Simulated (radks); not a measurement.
Charge is removed step by step from the 4s down level of As+, starting from [Ar] 3d10 4s(up 1, down 1) 4p2. All-electron calculation, scalar-relativistic Kohn-Sham, r2SCAN, spin-polarised, spherical densities, finite nucleus; open shells are filled with parallel spins first; meta-GGA in the generalised Kohn-Sham scheme; Fermi nuclear charge, rms radius 4.0968 fm. Program: a radial shooting solver on a logarithmic mesh with Libxc functionals.

| removed (e) | E - E(0) (eV) | eigenvalue (eV) | E minus straight line (eV) |
|---|---|---|---|
| 0 | 0.000 | -22.351 | 0.000 |
| 0.1 | 2.278 | -23.222 | -0.381 |
| 0.2 | 4.643 | -24.087 | -0.674 |
| 0.3 | 7.095 | -24.942 | -0.882 |
| 0.4 | 9.631 | -25.783 | -1.005 |
| 0.5 | 12.250 | -26.611 | -1.045 |
| 0.6 | 14.952 | -27.429 | -1.002 |
| 0.7 | 17.735 | -28.250 | -0.877 |
| 0.8 | 20.601 | -29.090 | -0.670 |
| 0.9 | 23.553 | -29.952 | -0.377 |
| 1 | 26.589 | -30.747 | 0.000 |

Removing the whole electron costs 26.589 eV by Delta-SCF, against 22.351 eV from minus the eigenvalue at the starting occupation. Slater's transition state (half an electron removed) gives 26.611 eV. Integrating minus the eigenvalue over the occupation (Janak's theorem) gives 26.593 eV. In this scalar-relativistic scheme the density is built from large components alone, so the theorem holds only approximately. The mean slope of the eigenvalue, de/dn, is 8.40 eV per electron.
